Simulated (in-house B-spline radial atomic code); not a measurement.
Ionisation energies along the 53-electron series, configuration 1s2 2s2 2p6 3s2 3p6 3d10 4s2 4p6 4d10 5s2 5p1/2(2) 5p3/2(3), as differences of self-consistent energies. Dirac energy differences include first-order Breit, QED and recoil terms. NIST's values go from ground level to ground level; the uncertainty of those that are theory runs from under 0.1 % in few-electron ions to several per cent in heavy many-electron ones. Computed with a B-spline radial code for spherical atoms: Dirac-Hartree-Fock, jj configuration that fills j = l - 1/2 first, finite nuclei.

A number in brackets counts the electrons of a j subshell.

| ion | configuration after | ionisation energy (eV) | IE/(q+1)² (eV) | -ε less Coulomb ΔSCF (eV) | Breit and QED recoil part (eV) | tabulated value (eV) | computed minus tabulated (eV) |
| --- | --- | --- | --- | --- | --- | --- | --- |
| I | [Kr] 4d10 5s2 5p1/2(2) 5p3/2(2) | 9.94 | 9.9389 | 0.6513 | 0.0013843 | 10.45124 | -0.51 |
| Xe+ | [Kr] 4d10 5s2 5p1/2(2) 5p3/2(2) | 20.42 | 5.105 | 0.57463 | -0.0028002 | 20.975 | -0.56 |
| Cs2+ | [Kr] 4d10 5s2 5p1/2(2) 5p3/2(2) | ? | ? | ? | ? | ? | ? |
| Ba3+ | [Kr] 4d10 5s2 5p1/2(2) 5p3/2(2) | 46.29 | 2.8933 | 0.49828 | -0.014479 | 47 | -0.71 |
| La4+ | [Kr] 4d10 5s2 5p1/2(2) 5p3/2(2) | ? | ? | ? | ? | ? | ? |
| Ce5+ | [Kr] 4d10 5s2 5p1/2(2) 5p3/2(2) | 77.93 | 2.1646 | 0.46157 | -0.030355 | 77.6 | 0.33 |

(1) Fill in the row of Cs2+.

(2) Fill in the row of La4+.

(3) How far is this level of theory from the measured and semi-empirical values?

Answers

(1) ionisation energy (eV): 32.59; IE/(q+1)² (eV): 3.6213; -ε less Coulomb ΔSCF (eV): 0.52866; Breit and QED recoil part (eV): -0.0081144; tabulated value (eV): 33.195; computed minus tabulated (eV): -0.60.

(2) ionisation energy (eV): 61.43; IE/(q+1)² (eV): 2.457; -ε less Coulomb ΔSCF (eV): 0.47701; Breit and QED recoil part (eV): -0.021887; tabulated value (eV): 61.6; computed minus tabulated (eV): -0.17.

(3) Over those 6 rows the differences run from -0.707 to +0.327 eV (mean absolute value 0.48 eV). The calculation leaves out correlation and, in open shells, the multiplet splittings that an average leaves out.
